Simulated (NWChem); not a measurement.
System: CH₅FO₂Si; SMILES O[SiH](CF)O

```xyz
10

O      1.4980    -0.7043    -0.4674
Si     0.0371    -0.4295     0.2727
O     -1.0228    -1.6059    -0.2069
C     -0.7611     1.1788    -0.2941
F      0.0127     2.2377     0.1545
H      2.2878    -0.4170    -0.0016
H      0.2526    -0.3905     1.7513
H     -0.7159    -2.5165    -0.1753
H     -0.8304     1.2201    -1.3957
H     -1.7862     1.2854     0.1034
```
Atoms are numbered in this order, from 1.

Level: PBE0/def2-SVP (NWChem), optimised geometry, unscaled harmonic frequencies. 

Problem. List the harmonic frequencies with IR intensities, and the thermochemistry.

Solution. 
| frequency (cm⁻¹) | IR intensity (km/mol) |
|---|---|
| 75 | 8.6 |
| 134 | 40.5 |
| 165 | 78.9 |
| 201 | 62.3 |
| 260 | 5.3 |
| 316 | 35.7 |
| 371 | 39.1 |
| 680 | 40.5 |
| 705 | 85.0 |
| 760 | 219.0 |
| 810 | 124.2 |
| 834 | 22.7 |
| 866 | 55.0 |
| 935 | 188.6 |
| 987 | 169.5 |
| 1091 | 82.8 |
| 1235 | 5.9 |
| 1314 | 3.0 |
| 1450 | 6.6 |
| 2226 | 169.3 |
| 3054 | 14.6 |
| 3118 | 14.5 |
| 3937 | 113.7 |
| 3947 | 115.7 |

```json
{
  "zero_point_energy": "42.1 kcal/mol",
  "thermal correction to the enthalpy at 298.15 K (with zero-point energy)": "47.3 kcal/mol",
  "heat capacity Cv": "24.2 cal/(mol K)",
  "entropy at 298.15 K and 1 atm (symmetry number 1)": "83.6 cal/(mol K)",
  "dipole_moment": "1.82 D"
}
```

Rigid rotor and harmonic oscillator; modes under 100 cm⁻¹ make the entropy uncertain.
